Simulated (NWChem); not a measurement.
# C₂H₇FSi; SMILES C[SiH](C)F

```xyz
11

Si    -0.0597    -0.3640     0.0000
C      0.7884     0.2298     1.5508
C      0.7884     0.2298    -1.5508
F     -1.5838     0.2295     0.0000
H     -0.1842    -1.8522     0.0000
H      1.8143    -0.1677     1.6103
H      0.2451    -0.0994     2.4497
H      0.8473     1.3293     1.5707
H      0.2451    -0.0994    -2.4497
H      1.8143    -0.1677    -1.6103
H      0.8473     1.3293    -1.5707
```
Atoms are numbered in this order, from 1.

Results from NWChem. Medium grid unless said otherwise, to which SCAN and Minnesota functionals are sensitive. Structure relaxed at the PBE0/def2-SVP level.

Q: Order these by “orbital gap (eV)”, lowest first: Hartree-Fock/def2-TZVP; TPSSh/def2-TZVP; PBE/def2-TZVP.

A: PBE/def2-TZVP (7.62), TPSSh/def2-TZVP (8.84), Hartree-Fock/def2-TZVP (15.78)
